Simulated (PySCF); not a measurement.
A structure optimised at PBE-D3(BJ)/def2-SVP, used in a PySCF frequency run:

```xyz
10

Cl    -3.7860    -0.8613     0.6043
C     -2.4461     0.1838    -0.0324
C     -1.3090    -0.6545    -0.5357
C     -0.0800    -0.5860    -0.0555
C      1.1372    -0.5036     0.4287
Br     2.4456     0.7098    -0.2554
H     -2.1284     0.8580     0.7840
H     -2.8886     0.7852    -0.8514
H     -1.5392    -1.3612    -1.3554
H      1.5120    -1.1213     1.2597
```

Question: Write its SMILES and formula.

Answer: ClCC=C=CBr, C4H4BrCl

Question: What are its rotational constants (standard atomic weights)?

Answer: 11.550, 0.42402, 0.41922 GHz
